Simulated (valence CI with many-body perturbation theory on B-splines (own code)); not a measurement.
## E1 transitions of Ag⁴²⁺

Method: valence CI with perturbative core correlation (CI+MBPT): three valence electrons over a frozen Dirac-Fock core [He], a basis of 11 s, 11 p, 10 d, 8 f, 5 g, 2 h functions for each j, with the one-electron correlation potential Σ1 (screened to all orders), the two-electron term Σ2, the three-electron term Σ3, Breit, model QED; selected single and double excitations, second order for the rest, scaled by the run's own slope (own B-spline code, finite nucleus).

No measured spectrum was set against this ion. As an estimate, large intervals hold to a few tenths of a per cent, small ones and those within an open d or f shell to about a per cent.

Lines 1 to 50 of 522 in falling wavelength, among levels below 44522 × 10³ cm⁻¹, chosen from the strongest by gf and those to the six lowest levels. Wavelengths and rates use the calculated energies. Electric multipoles are in the length gauge, E1 and E2 with the static RPA response of the core. Weak lines are less certain than strong ones. Lines between different terms over intervals too small for the method are left out, as are lines whose strength nearly cancels. The highest levels of a list are the least certain.

Levels are named by their leading jj configuration (3d3/2^4 stands for four electrons in 3d with j = 3/2), which in mixed levels can hold well under half, so a name can repeat and another be missing. Letters in brackets count levels of one name in rising energy.

```tsv
λ vac (Å)	Upper	Lower	A (s⁻¹)	log gf	Branch %
1157	(2s 2p1/2 4f7/2) J=7/2 [a]	(2s 2p1/2 4d5/2) J=5/2 [a]	7.37e+07	-0.93	0.0
1125	(2s 2p1/2 4f7/2) J=9/2	(2s 2p1/2 4d5/2) J=7/2	8.26e+07	-0.81	0.0
1047	(2s^2 4f7/2) J=7/2	(2s^2 4d5/2) J=5/2	1.02e+08	-0.87	0.0
841.8	(2s 2p3/2 4f5/2) J=7/2	(2s 2p3/2 4d3/2) J=5/2	1.39e+08	-0.93	0.0
832.2	(2s 2p3/2 4f5/2) J=9/2	(2s 2p3/2 4d3/2) J=7/2	1.73e+08	-0.74	0.0
828.5	(2p1/2^2 4f5/2) J=5/2	(2p1/2^2 4d3/2) J=3/2	1.96e+08	-0.92	0.0
806.5	(2s 2p3/2 4f7/2) J=11/2	(2s 2p3/2 4d5/2) J=9/2	2.26e+08	-0.58	0.0
795.5	(2s^2 4f5/2) J=5/2	(2s^2 4d3/2) J=3/2	2.17e+08	-0.91	0.0
772.1	(2s 2p1/2 4f5/2) J=5/2 [a]	(2s 2p1/2 4d3/2) J=3/2 [a]	2.33e+08	-0.90	0.0
746.9	(2s 2p1/2 4f5/2) J=7/2	(2s 2p1/2 4d3/2) J=5/2	2.45e+08	-0.79	0.0
626.3	(2s 2p3/2 4d5/2) J=9/2	(2s 2p3/2 4p3/2) J=7/2	7.47e+08	-0.36	0.0
608.5	(2s 2p3/2 4p1/2) J=3/2 [a]	(2s 2p3/2 4s) J=5/2	6.15e+08	-0.86	0.0
600.4	(2s 2p1/2 4d5/2) J=7/2	(2s 2p1/2 4p3/2) J=5/2	8.51e+08	-0.43	0.0
593.1	(2s 2p1/2 4d5/2) J=5/2 [a]	(2s 2p1/2 4p3/2) J=3/2 [a]	8.15e+08	-0.59	0.0
588.3	(2p1/2^2 4d5/2) J=5/2	(2p1/2^2 4p3/2) J=3/2	9.28e+08	-0.54	0.0
577.1	(2s 2p3/2 4p1/2) J=5/2	(2s 2p3/2 4s) J=5/2	5.14e+08	-0.81	0.0
568.8	(2s^2 4d5/2) J=5/2	(2s^2 4p3/2) J=3/2	9.84e+08	-0.54	0.0
554.9	(2s 2p3/2 4d5/2) J=7/2	(2s 2p3/2 4p3/2) J=5/2 [a]	8.79e+08	-0.49	0.0
553.8	(2s 2p1/2 4d5/2) J=5/2 [b]	(2s 2p1/2 4p3/2) J=3/2 [b]	9.56e+08	-0.58	0.0
536.4	(2s 2p3/2 4d5/2) J=5/2	(2s 2p3/2 4p3/2) J=3/2	7.05e+08	-0.74	0.0
531.6	(2s 2p1/2 4d5/2) J=3/2	(2s 2p1/2 4p3/2) J=1/2	9.67e+08	-0.79	0.0
487.1	(2s 2p3/2 4d5/2) J=3/2	(2s 2p3/2 4p3/2) J=3/2	8.57e+08	-0.91	0.0
351.7	(2s 2p1/2 4d3/2) J=3/2 [b]	(2s 2p1/2 4p1/2) J=1/2 [b]	1.81e+09	-0.87	0.0
344.3	(2s 2p1/2 4d3/2) J=1/2	(2s 2p1/2 4p1/2) J=1/2 [b]	3.26e+09	-0.94	0.0
343.1	(2s 2p3/2 4d3/2) J=5/2	(2s 2p3/2 4p1/2) J=5/2	2.03e+09	-0.67	0.0
333.7	(2s 2p3/2 4d3/2) J=7/2	(2s 2p3/2 4p1/2) J=5/2	3.42e+09	-0.34	0.0
332.9	(2s 2p3/2 4d3/2) J=5/2	(2s 2p3/2 4p1/2) J=3/2 [a]	1.99e+09	-0.70	0.0
328.9	(2p1/2^2 4d3/2) J=3/2	(2p1/2^2 4p1/2) J=1/2	4.41e+09	-0.54	0.0
326.9	(2s 2p3/2 4p3/2) J=3/2	(2s 2p3/2 4s) J=3/2 [a]	3.91e+09	-0.60	0.0
326.3	(2s 2p1/2 4d3/2) J=3/2 [a]	(2s 2p1/2 4p1/2) J=1/2 [a]	4.34e+09	-0.56	0.0
323.3	(2s^2 4d3/2) J=3/2	(2s^2 4p1/2) J=1/2	4.42e+09	-0.56	0.0
323.2	(2s 2p3/2 4d3/2) J=3/2	(2s 2p3/2 4p1/2) J=3/2 [a]	3.17e+09	-0.70	0.0
322.7	(2s 2p1/2 4d3/2) J=5/2	(2s 2p1/2 4p1/2) J=3/2	3.98e+09	-0.43	0.0
318.8	(2s 2p3/2 4d3/2) J=1/2	(2s 2p3/2 4p1/2) J=3/2 [a]	4.47e+09	-0.87	0.0
316.1	(2s 2p1/2 4p3/2) J=1/2	(2s 2p1/2 4s) J=1/2 [b]	5.05e+09	-0.82	0.0
308.0	(2s 2p1/2 4p3/2) J=3/2 [b]	(2s 2p1/2 4s) J=1/2 [b]	3.72e+09	-0.67	0.0
307.5	(2s 2p3/2 4p3/2) J=5/2 [b]	(2s 2p3/2 4s) J=3/2 [b]	5.46e+09	-0.33	0.0
301.6	(2s 2p3/2 4p3/2) J=7/2	(2s 2p3/2 4s) J=5/2	6.62e+09	-0.14	0.1
300.1	(2s 2p3/2 4p3/2) J=5/2 [a]	(2s 2p3/2 4s) J=3/2 [a]	3.66e+09	-0.53	0.0
299.0	(2s 2p1/2 4d3/2) J=3/2 [b]	(2s 2p1/2 4p1/2) J=3/2	2.50e+09	-0.87	0.0
295.6	(2p1/2^2 4p3/2) J=3/2	(2p1/2^2 4s) J=1/2	7.34e+09	-0.42	0.0
289.8	(2s^2 4p3/2) J=3/2	(2s^2 4s) J=1/2	7.34e+09	-0.43	0.1
288.4	(2s 2p1/2 4p3/2) J=3/2 [a]	(2s 2p1/2 4s) J=1/2 [a]	7.37e+09	-0.43	0.0
286.5	(2s 2p3/2 4p3/2) J=1/2	(2s 2p3/2 4s) J=3/2 [a]	7.73e+09	-0.72	0.0
285.8	(2s 2p1/2 4p3/2) J=5/2	(2s 2p1/2 4s) J=3/2	7.97e+09	-0.23	0.1
278.8	(2s 2p1/2 4p3/2) J=3/2 [b]	(2s 2p1/2 4s) J=3/2	3.36e+09	-0.81	0.0
266.9	(2s 2p3/2 4p3/2) J=5/2 [a]	(2s 2p3/2 4s) J=5/2	4.53e+09	-0.54	0.0
255.0	(2s 2p3/2 3d5/2) J=9/2	(2s 2p3/2 3p3/2) J=7/2	2.48e+09	-0.62	47.0
252.5	(2p1/2 2p3/2 3d5/2) J=9/2	(2p1/2 2p3/2 3p3/2) J=7/2	2.97e+09	-0.55	0.5
249.4	(2p3/2^2 3d5/2) J=7/2	(2p3/2^2 3p3/2) J=5/2	2.04e+09	-0.82	0.0
```

(1) How does gf follow from A for the line at 626.3 Å?

Results:

(1) gf = 1.4992 × (2J+1)_upper × A / σ², with σ = 159665 cm⁻¹ and 2J+1 = 10: gf = 0.439.
